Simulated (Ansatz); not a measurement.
Reaction R1 → P1 + P2, each structure at its B3LYP-D3(BJ)/def2-TZVP stationary point, reached from a drawn start (curvature not checked).
R1: F4MoO (SMILES [O]=[Mo]([F])([F])([F])[F]), charge 0, multiplicity 1.
P1, F3MoO (SMILES [O]=[Mo]([F])([F])[F]) (charge 0, multiplicity 2):
```xyz
5

Mo     0.01822     0.16368     0.01724
O      1.06139     0.93525     1.05555
F      0.98737    -1.10653    -0.94350
F     -1.11311     1.09944    -1.12347
F     -0.95388    -1.09184     0.99418
```
P2: F atom, charge 0, multiplicity 2.

P less R. No zero-point or thermal terms; singlets are restricted closed shells; open shells are unrestricted; no spin–orbit coupling. The spin states of the d-block species are the ones drawn and need not be the lowest.

Cores are frozen in the correlated methods.

Programs: Ansatz (a first-principles code). Each number belongs to the level named beside it. Elements past Kr take the def2 small-core potentials, without spin–orbit coupling.

Total energies in hartree:

```json
[
 {"structure": "R1", "PBE/def2-TZVPP": "-542.867947", "B3LYP/def2-TZVPP": "-543.272224", "CCSD(T)/def2-TZVPP": "-542.057003"},
 {"structure": "P1", "PBE/def2-TZVPP": "-443.009222", "B3LYP/def2-TZVPP": "-443.336807", "CCSD(T)/def2-TZVPP": "-442.274644"},
 {"structure": "P2", "PBE/def2-TZVPP": "-99.669123", "B3LYP/def2-TZVPP": "-99.770147", "CCSD(T)/def2-TZVPP": "-99.625056"}
]
```

Problem. Work out the reaction energy at each level in kJ/mol (1 hartree = 2625.49964 kJ/mol), and say how far PBE/def2-TZVPP lies from CCSD(T)/def2-TZVPP.

Solution. 
- PBE/def2-TZVPP: (-443.009222) + (-99.669123) − (-542.867947) = 0.189602 hartree = 497.8 kJ/mol
- B3LYP/def2-TZVPP: (-443.336807) + (-99.770147) − (-543.272224) = 0.165270 hartree = 433.9 kJ/mol
- CCSD(T)/def2-TZVPP: (-442.274644) + (-99.625056) − (-542.057003) = 0.157303 hartree = 413.0 kJ/mol
PBE/def2-TZVPP less CCSD(T)/def2-TZVPP: 84.8 kJ/mol. CCSD(T)/def2-TZVPP is the level counted from, the highest shown, and no exact or measured value.
